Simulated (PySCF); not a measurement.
# Telling isomers of C8H14OSi apart by NMR

All values are calculated (PySCF): structure optimised with GFN2-xTB, GIAO PBE0/pcSseg-1 shieldings. No solvent model, fast rotation and ring inversion assumed for equivalent nuclei, one computed conformer, non-relativistic.

References, each an isolated molecule treated in the same way: ¹H (σ = 31.72 ppm) and ¹³C (σ = 186.93 ppm) vs TMS. Where no couplings were computed, multiplicities follow the n + 1 count of equivalent neighbours, and m marks all less simple cases (inequivalent or close neighbours, rings, F or P nearby). Shifts are as computed. Against solution values, carbons near 30 ppm lie about +3 ppm off and those near 130 ppm about +5 ppm. Of 1309 compounds with measured shifts, 239 miss one by over three times the rms of a fit or turn the order of signals round; such compounds aren't used in these exercises.

(1) Tabulate the signals of `C=C(C)/C=C\C(=O)CC[SiH3]`, `C1=C[Si]2(CC1)CCOCC2`, `CC#C[SiH2]OC/C=C/CC` and their relative energies.

(2) What is the quickest way to tell C=C(C)/C=C\C(=O)CC[SiH3] from CC#C[SiH2]OC/C=C/CC?

(3) What is the quickest way to tell C1=C[Si]2(CC1)CCOCC2 from CC#C[SiH2]OC/C=C/CC?

(4) What is the quickest way to tell C=C(C)/C=C\C(=O)CC[SiH3] from C1=C[Si]2(CC1)CCOCC2?

Results:

(1) 
| SMILES | carbon types | δC | δH | E rel. (kcal/mol) |
| --- | --- | --- | --- | --- |
| C=C(C)/C=C\C(=O)CC[SiH3] | 2×C 2×CH 3×CH2 1×CH3 | 211.5, 153.5, 152.8, 135.3, 132.5, 43.6, 24.1, 5.0 | 6.64 (d, 1H), 6.21 (d, 1H), 5.76 (m, 1H), 5.61 (m, 1H), 4.18 (t, 3H), 2.72 (t, 2H), 2.09 (s, 3H), 0.76 (m, 2H) | 32.0 |
| C1=C[Si]2(CC1)CCOCC2 | 2×CH 6×CH2 | 162.8, 134.5, 72.1, 37.2, 18.5, 8.7 | 7.02 (m, 1H), 6.08 (d, 1H), 4.59 (m, 2H), 3.42 (m, 2H), 2.66 (m, 2H), 1.31 (m, 2H), 0.83 (m, 2H), 0.44 (m, 2H) | 0.0 |
| CC#C[SiH2]OC/C=C/CC | 2×C 2×CH 2×CH2 2×CH3 | 142.5, 137.5, 113.0, 84.6, 69.1, 32.0, 17.3, 5.9 | 6.05 (m, 1H), 5.87 (m, 1H), 4.97 (s, 2H), 4.32 (d, 2H), 2.12 (m, 2H), 2.08 (s, 3H), 1.09 (t, 3H) | 30.3 |

Energies are electronic energies at PBE0/pcSseg-1 on these geometries, without zero-point or thermal terms, each for the one conformer computed, which needn't be the lowest.

(2) Both give the same number of carbon signals, but DEPT or the intensities differ. The first has a ketone carbonyl carbon (C) at 211.5 ppm, the second an alkyne carbon (C) at 84.6 ppm. Their most deshielded carbons lie at 211.5 and 142.5 ppm. In the proton spectra the most deshielded non-exchanging signals are 6.64 (d, 1H) and 6.05 (m, 1H).

(3) Count the carbon signals: 6 against 8. The first has an sp3 CH2 bonded to Si at 8.7 ppm, the second an alkyne carbon (C) at 113.0 ppm. Their most deshielded carbons lie at 162.8 and 142.5 ppm. In the proton spectra the most deshielded non-exchanging signals are 7.02 (m, 1H) and 6.05 (m, 1H).

(4) Count the carbon signals: 8 against 6. The first has a ketone carbonyl carbon (C) at 211.5 ppm, the second an sp3 CH2 bonded to O at 72.1 ppm. Their most deshielded carbons lie at 211.5 and 162.8 ppm.
